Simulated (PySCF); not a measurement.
Excitations are Tamm–Dancoff values on a coarser integration grid. The basis has no diffuse functions, so Rydberg states are missing or too high.

Cartesian coordinates (Å):
SMILES: C[SiH2][GeH2][CH3]
```xyz
14

C      1.9267     0.7588     0.4744
Si     1.2291    -0.9154    -0.0632
Ge    -1.0639    -0.7397    -0.7293
C     -1.8079    -2.4853    -1.2740
H      1.8667     1.4868    -0.3499
H      2.9817     0.6690     0.7779
H      1.3566     1.1608     1.3268
H      2.0231    -1.4608    -1.2079
H      1.3308    -1.9000     1.0587
H     -1.1954     0.2581    -1.9077
H     -1.9094    -0.1699     0.4379
H     -1.2380    -2.8926    -2.1222
H     -1.7515    -3.1988    -0.4386
H     -2.8605    -2.3769    -1.5754
```
Charge 0, spin multiplicity 1.

Task: Estimate the S1–T1 gap (TDA), LUMO, HOMO, brightest of the four lowest singlets (TDA) and S1 oscillator strength that ωB97X-D3(BJ)/def2-TZVP // B3LYP-D3(BJ)/def2-SVP in PySCF returns for this input.

Result: 
```yaml
S1–T1 gap (TDA): 0.74 eV
LUMO: 1.99 eV
HOMO: -9.94 eV
brightest of the four lowest singlets (TDA): 8.06 eV
S1 oscillator strength: 0.051
```
